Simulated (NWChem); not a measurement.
System: C₄H₄O₂; SMILES Oc1ccoc1

Here is an NWChem input.

```
start job
memory heap 200 mb stack 900 mb global 1100 mb
geometry units angstroms noautosym nocenter noautoz
  O     -0.113323    -2.065981     0.000000
  C     -0.031738    -0.720793     0.000000
  C      1.142581     0.099214     0.000000
  C      0.686297     1.385289     0.000000
  O     -0.651833     1.415385     0.000000
  C     -1.098194     0.135368     0.000000
  H      0.774795    -2.433990     0.000000
  H      2.181740    -0.225709     0.000000
  H      1.194502     2.346478     0.000000
  H     -2.171905    -0.021268     0.000000
end
basis spherical
  * library 6-31g*
end
dft
  xc b3lyp
  iterations 150
end
cosmo
  do_cosmo_smd true
  solvent water
end
task dft energy
```

Output (shortened):

```
             Northwest Computational Chemistry Package (NWChem) 7.3.0
             --------------------------------------------------------

                             Geometry "geometry" -> ""
                             -------------------------

 Output coordinates in angstroms (scale by  1.889725989 to convert to a.u.)

  No.       Tag          Charge          X              Y              Z
 ---- ---------------- ---------- -------------- -------------- --------------
    1 O                    8.0000    -0.11332300    -2.06598100     0.00000000
    2 C                    6.0000    -0.03173800    -0.72079300     0.00000000
    3 C                    6.0000     1.14258100     0.09921400     0.00000000
    4 C                    6.0000     0.68629700     1.38528900     0.00000000
    5 O                    8.0000    -0.65183300     1.41538500     0.00000000
    6 C                    6.0000    -1.09819400     0.13536800     0.00000000
    7 H                    1.0000     0.77479500    -2.43399000     0.00000000
    8 H                    1.0000     2.18174000    -0.22570900     0.00000000
    9 H                    1.0000     1.19450200     2.34647800     0.00000000
   10 H                    1.0000    -2.17190500    -0.02126800     0.00000000

 Effective nuclear repulsion energy (a.u.)     223.4174341048

                                 NWChem DFT Module
                                 -----------------

 Summary of "ao basis" -> "ao basis" (spherical)
 ------------------------------------------------------------------------------
       Tag                 Description            Shells   Functions and Types
 ---------------- ------------------------------  ------  ---------------------
 O                           6-31g*                  6       14   3s2p1d
 C                           6-31g*                  6       14   3s2p1d
 H                           6-31g*                  2        2   2s

 in cosmo_initialize ...
 calling solv_data for solv:h2o

 solvent parameters
 solvname_short: h2o
 solvname_long:  water
 dielec:       78.4000
 dielecinf:     1.7769
 aqueous SMD model solvent descriptors
 dielec:       78.4000
 sola:          0.8200

          ---------------
          -cosmo- solvent
          ---------------
 Cosmo: York-Karplus, doi: 10.1021/jp992097l
 dielectric constant -eps-     =  78.40
 screen = (eps-1)/(eps    )    =   0.98724
 surface charge correction     = lagrangian

   van der Waals surface
 --------------------------

 ---------- ATOMIC COORDINATES (A.U.) ------------ VDWR(ANG.) --
     1   -0.21414942   -3.90413799    0.00000000     1.520
     2   -0.05997612   -1.36210126    0.00000000     1.850
     3    2.15916501    0.18748727    0.00000000     1.850
     4    1.29691328    2.61781662    0.00000000     1.850
     5   -1.23178576    2.67468982    0.00000000     1.520
     6   -2.07528574    0.25580843    0.00000000     1.850
     7    1.46415025   -4.59957416    0.00000000     1.200
     8    4.12289078   -0.42652816    0.00000000     1.200
     9    2.25728147    4.43420046    0.00000000     1.200
    10   -4.10430532   -0.04019069    0.00000000     1.200
 number of segments per atom =        128
 number of   points per atom =        128
 atom (   nspa,  nppa )
 ----------------------
    1 (     66,     0 )       0
    2 (     38,     0 )       0
    3 (     52,     0 )       0
    4 (     58,     0 )       0
    5 (     46,     0 )       0
    6 (     58,     0 )       0
    7 (     66,     0 )       0
    8 (     54,     0 )       0
    9 (     54,     0 )       0
   10 (     52,     0 )       0
 number of -cosmo- surface points =      544
 molecular surface =    104.537 angstrom**2
 molecular volume  =     80.741 angstrom**3
 -lineq- algorithm             =   0
 -bem- low  level              =   3
 -bem- from -octahedral-
 gaussian surface charge width =   4.50000
 degree of switching           =   1.00000
 switching function tolerance  =   0.00010
 atomic radii =
 --------------
    1  8.000  1.520
    2  6.000  1.850
    3  6.000  1.850
    4  6.000  1.850
    5  8.000  1.520
    6  6.000  1.850
    7  1.000  1.200
    8  1.000  1.200
    9  1.000  1.200
   10  1.000  1.200
 ...... end of -cosmo- initialization ......

 nat:                    10
 ixmem:                  5529
 calling mnsol_interface()
 G(SMD-CDS) energy (kcal/mol)  =     4.751
 SMD-CDS SASA (angstrom**2)    =   132.198

            General Information
            -------------------
          SCF calculation type: DFT
          Wavefunction type:  closed shell.
          No. of atoms     :    10
          No. of electrons :    44
           Alpha electrons :    22
            Beta electrons :    22
          Charge           :     0
          Spin multiplicity:     1
          Use of symmetry is: off; symmetry adaption is: off
          Maximum number of iterations: 150
          AO basis - number of functions:    92
                     number of shells:    44
          Convergence on energy requested:  1.00D-06
          Convergence on density requested:  1.00D-05
          Convergence on gradient requested:  5.00D-04

              XC Information
              --------------
                         B3LYP Method XC Potential
                     Hartree-Fock (Exact) Exchange  0.200
                        Slater Exchange Functional  0.800 local
                    Becke 1988 Exchange Functional  0.720 non-local
              Lee-Yang-Parr Correlation Functional  0.810
                  VWN I RPA Correlation Functional  0.190 local

             Grid Information
             ----------------
          Grid used for XC integration:  medium
          Radial quadrature: Mura-Knowles
          Angular quadrature: Lebedev.
          Tag              B.-S. Rad. Rad. Pts. Rad. Cut. Ang. Pts.
          ---              ---------- --------- --------- ---------
          O                   0.60       49          11.0       434
          C                   0.70       49          10.0       434
          H                   0.35       45          11.0       434
          Grid pruning is: on
          Number of quadrature shells:   474
          Spatial weights used:  Erf1

      Superposition of Atomic Density Guess
      -------------------------------------

 Sum of atomic energies:        -302.14265121

      Non-variational initial energy
      ------------------------------

 Total energy =    -305.786809
 1-e energy   =    -853.927979
 2-e energy   =     324.723736
 HOMO         =      -0.195297
 LUMO         =       0.056647

   convergence    iter        energy       DeltaE   RMS-Dens  Diis-err
 ---------------- ----- ----------------- --------- --------- ---------
     COSMO gas phase
 d= 0,ls=0.0,diis     1   -305.1381158660 -5.29D+02  1.04D-02  7.28D-01
 d= 0,ls=0.0,diis     2   -305.1757830124 -3.77D-02  5.64D-03  4.59D-01
 d= 0,ls=0.0,diis     3   -305.2119239029 -3.61D-02  1.94D-03  1.03D-01
 d= 0,ls=0.0,diis     4   -305.2211879402 -9.26D-03  6.28D-04  4.54D-03
 d= 0,ls=0.0,diis     5   -305.2215427372 -3.55D-04  2.74D-04  1.18D-03
  Resetting Diis
 d= 0,ls=0.0,diis     6   -305.2216750281 -1.32D-04  6.72D-05  6.30D-05
 d= 0,ls=0.0,diis     7   -305.2216820956 -7.07D-06  3.10D-05  2.87D-06
 d= 0,ls=0.0,diis     8   -305.2216816781  4.18D-07  1.96D-05  6.20D-06
 d= 0,ls=0.0,diis     9   -305.2216824412 -7.63D-07  2.84D-06  9.11D-08

   convergence    iter        energy       DeltaE   RMS-Dens  Diis-err
 ---------------- ----- ----------------- --------- --------- ---------
     COSMO solvation phase
 d= 0,ls=0.0,diis     1   -305.2272959120 -5.61D-03  2.43D-03  7.65D-03
 d= 0,ls=0.0,diis     2   -305.2290235444 -1.73D-03  5.77D-04  3.33D-03
 d= 0,ls=0.0,diis     3   -305.2292659782 -2.42D-04  2.59D-04  1.16D-03
 d= 0,ls=0.0,diis     4   -305.2293749412 -1.09D-04  8.30D-05  1.43D-04
 d= 0,ls=0.0,diis     5   -305.2293898640 -1.49D-05  2.15D-05  7.27D-06
 d= 0,ls=0.0,diis     6   -305.2293905157 -6.52D-07  6.59D-06  8.83D-07

         Total DFT energy =     -305.229390515693
      One electron energy =     -858.401460574978
           Coulomb energy =      369.759789408499
    Exchange-Corr. energy =      -40.443159933701
 Nuclear repulsion energy =      223.417434104754

             COSMO energy =        0.438006479732

 Numeric. integr. density =       44.000006988873

                                COSMO-SMD solvation results
                                ---------------------------

             internal energy in gas <Psi(g)|H|Psi(g)> =      -305.221682441171
         internal energy in solvent <Psi(s)|H|Psi(s)> =      -305.219146972076
                               delta internal energy  =         0.002535469095 (    1.59 kcal/mol)
   total free energy in solvent <Psi(s)|H+V/2|Psi(s)> =      -305.236962057685
 polarization energy contribution <Psi(s)|V/2|Psi(s)> =        -0.017815085609 (  -11.18 kcal/mol)
    total free energy in solvent including G(SMD-CDS) =      -305.229390515693
                       G(SMD-CDS) energy contribution =         0.007571541992 (    4.75 kcal/mol)
     1 M fixed-concentration free energy of solvation =        -0.007708074522 (   -4.84 kcal/mol)

                       DFT Final Molecular Orbital Analysis
                       ------------------------------------

 Vector   20  Occ=2.000000D+00  E=-3.490421D-01
              MO Center= -1.1D-02, -3.5D-01, -2.1D-12, r^2= 3.4D+00
   Bfn.  Coefficient  Atom+Function         Bfn.  Coefficient  Atom+Function
  ----- ------------  ---------------      ----- ------------  ---------------
     3      0.313621   1 O  px               17     -0.286471   2 C  px
    32      0.272038   3 C  py                7      0.210259   1 O  px
    60      0.204676   5 O  py               46     -0.195323   4 C  py
    74     -0.178216   6 C  py               62      0.144350   5 O  s
    73      0.142310   6 C  px               64      0.139467   5 O  py

 Vector   21  Occ=2.000000D+00  E=-2.586443D-01
              MO Center=  5.4D-01,  2.1D-01, -3.5D-11, r^2= 2.5D+00
   Bfn.  Coefficient  Atom+Function         Bfn.  Coefficient  Atom+Function
  ----- ------------  ---------------      ----- ------------  ---------------
    33      0.401626   3 C  pz               37      0.303126   3 C  pz
    61     -0.299618   5 O  pz                5     -0.243369   1 O  pz
    47      0.236791   4 C  pz               65     -0.234844   5 O  pz
     9     -0.198483   1 O  pz               51      0.156203   4 C  pz
    19      0.154915   2 C  pz               23      0.091978   2 C  pz

 Vector   22  Occ=2.000000D+00  E=-2.131750D-01
              MO Center= -3.6D-01, -2.6D-02, -2.5D-10, r^2= 2.6D+00
   Bfn.  Coefficient  Atom+Function         Bfn.  Coefficient  Atom+Function
  ----- ------------  ---------------      ----- ------------  ---------------
    75      0.410092   6 C  pz               79      0.326932   6 C  pz
    47     -0.294924   4 C  pz                5     -0.274394   1 O  pz
    19      0.269861   2 C  pz                9     -0.234056   1 O  pz
    51     -0.230195   4 C  pz               23      0.170523   2 C  pz
    61     -0.113214   5 O  pz               65     -0.093669   5 O  pz

 Vector   23  Occ=0.000000D+00  E= 1.891378D-02
              MO Center=  1.2D-01,  7.0D-01, -4.7D-10, r^2= 2.6D+00
   Bfn.  Coefficient  Atom+Function         Bfn.  Coefficient  Atom+Function
  ----- ------------  ---------------      ----- ------------  ---------------
    51      0.533174   4 C  pz               47      0.407935   4 C  pz
    79      0.403706   6 C  pz               65     -0.369764   5 O  pz
    37     -0.366029   3 C  pz               61     -0.331164   5 O  pz
    75      0.312705   6 C  pz               33     -0.249057   3 C  pz
    23     -0.184515   2 C  pz               19     -0.166119   2 C  pz

 Vector   24  Occ=0.000000D+00  E= 9.176573D-02
              MO Center=  6.9D-01, -1.9D+00,  9.2D-09, r^2= 3.2D+00
   Bfn.  Coefficient  Atom+Function         Bfn.  Coefficient  Atom+Function
  ----- ------------  ---------------      ----- ------------  ---------------
    86      1.217587   7 H  s                 6     -0.938940   1 O  s
     7     -0.401274   1 O  px               48      0.367433   4 C  s
    36     -0.341091   3 C  py               22     -0.325650   2 C  py
    62      0.307334   5 O  s                35     -0.296133   3 C  px
     3     -0.241754   1 O  px               78     -0.235960   6 C  py

 Vector   25  Occ=0.000000D+00  E= 9.255307D-02
              MO Center=  1.6D-01, -2.0D-01, -9.5D-09, r^2= 2.6D+00
   Bfn.  Coefficient  Atom+Function         Bfn.  Coefficient  Atom+Function
  ----- ------------  ---------------      ----- ------------  ---------------
    23      0.675444   2 C  pz               37     -0.596484   3 C  pz
    19      0.497604   2 C  pz               79     -0.450352   6 C  pz
    33     -0.346107   3 C  pz               51      0.329493   4 C  pz
    75     -0.272942   6 C  pz                9     -0.243132   1 O  pz
     5     -0.190204   1 O  pz               47      0.187868   4 C  pz

     Multipole analysis of the density
     ---------------------------------

     L   x y z        total         alpha         beta         nuclear
     -   - - -        -----         -----         ----         -------
     0   0 0 0     -0.000000    -22.000000    -22.000000     44.000000

     1   1 0 0      1.076037      0.489301      0.489301      0.097434
     1   0 1 0     -0.254741      0.009435      0.009435     -0.273612
     1   0 0 1     -0.000000     -0.000000     -0.000000      0.000000

     2   2 0 0    -20.851337    -69.182753    -69.182753    117.514169
     2   1 1 0     -1.927276     -2.022078     -2.022078      2.116880
     2   1 0 1     -0.000000     -0.000000     -0.000000      0.000000
     2   0 2 0    -23.098299   -148.061684   -148.061684    273.025069
     2   0 1 1     -0.000000     -0.000000     -0.000000      0.000000
     2   0 0 2    -26.914732    -13.457366    -13.457366      0.000000
```

Level: B3LYP/6-31G* (spherical d), SMD on the gas-phase geometry. Coordinates come from a PBE0/def2-SVP optimisation. B3LYP is NWChem's, with the RPA form of VWN correlation. Solvent: water.
